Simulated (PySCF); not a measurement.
PySCF input for C4H9O, SMILES C[CH]OCC, multiplicity 2, IEF-PCM-M06-2X/def2-SVP. Geometry: B3LYP-D3(BJ)/def2-SVP. The isomer is the one that the SMILES or the coordinates give; other isomers of the formula were not compared. One conformer was computed; it need not be the lowest.

```python
import numpy as np
from pyscf import gto, scf, dft
from pyscf.solvent import pcm

mol = gto.M(
    atom='''
    C     2.42598403    0.21085792   -0.28733070
    C     1.19193566   -0.14862962    0.45788806
    O     0.03108395    0.04324499   -0.22206307
    C    -1.16444699   -0.23663070    0.48553439
    C    -2.34541106    0.05667225   -0.41723406
    H     2.43636734   -0.26862770   -1.28098242
    H     2.51839807    1.30447434   -0.45991554
    H     3.32026441   -0.11500883    0.26540269
    H     1.13812850   -0.04310888    1.55143350
    H    -1.20691835    0.38386130    1.40314436
    H    -1.16560857   -1.29530100    0.80835899
    H    -3.29088734   -0.14989094    0.10764914
    H    -2.30475367   -0.56837136   -1.32240931
    H    -2.34203174    1.11239404   -0.72932282
    ''',
    basis='def2-SVP',
    charge=0,
    spin=1,
    max_memory=1600,
    verbose=3,
)
mf = dft.UKS(mol, xc='m06-2x').density_fit(auxbasis='def2-universal-jkfit')
mf.grids.level = 4
mf.conv_tol = 1e-9
mf.max_cycle = 100
mf.kernel()
fine, coarse = mf.grids, dft.Grids(mol).set(level=1).build(with_non0tab=True)
for _ in range(3):  # follow internal instabilities
    mf.grids = coarse
    mo, _, stable, _ = mf.stability(return_status=True, nroots=4)
    mf.grids = fine
    if stable:
        break
    mf.kernel(mf.make_rdm1(mo, mf.mo_occ))
res = {}
for name, eps in {'water': 78.355, 'diethylether': 4.24, 'dichloromethane': 8.93}.items():
    s = mf.PCM()
    s.with_solvent.method, s.with_solvent.eps, s.with_solvent.lebedev_order = 'IEF-PCM', eps, 29
    s.kernel(mf.make_rdm1())
    res[name] = (s.e_tot, eps, s.dip_moment(), s.mo_energy, s.converged)
    print(f'{name}: electrostatic solvation free energy {(s.e_tot - mf.e_tot) * 627.509474:.3f} kcal/mol')
```

Output:

```

WARN: HOMO -0.1249006813961 >= LUMO -0.124900681396101

converged SCF energy = -232.703902488567  <S^2> = 0.7538355  2S+1 = 2.0038318
<class 'pyscf.df.df_jk.DFUKS'> wavefunction is stable in the internal stability analysis

WARN: PCM is an experimental feature. It is still in testing.
Features and APIs may be changed in the future.

converged SCF energy = -232.70788547242  <S^2> = 0.75378527  2S+1 = 2.0037817
Dipole moment(X, Y, Z, Debye): -0.73048,  0.07195,  1.25915
water: electrostatic solvation free energy -2.499 kcal/mol

WARN: PCM is an experimental feature. It is still in testing.
Features and APIs may be changed in the future.

converged SCF energy = -232.70652641728  <S^2> = 0.75380249  2S+1 = 2.0037989
Dipole moment(X, Y, Z, Debye): -0.70012,  0.06317,  1.10975
diethylether: electrostatic solvation free energy -1.647 kcal/mol

WARN: PCM is an experimental feature. It is still in testing.
Features and APIs may be changed in the future.

converged SCF energy = -232.707222845362  <S^2> = 0.75379373  2S+1 = 2.0037901
Dipole moment(X, Y, Z, Debye): -0.71627,  0.06738,  1.18297
dichloromethane: electrostatic solvation free energy -2.084 kcal/mol
```

Self-consistency was reached.
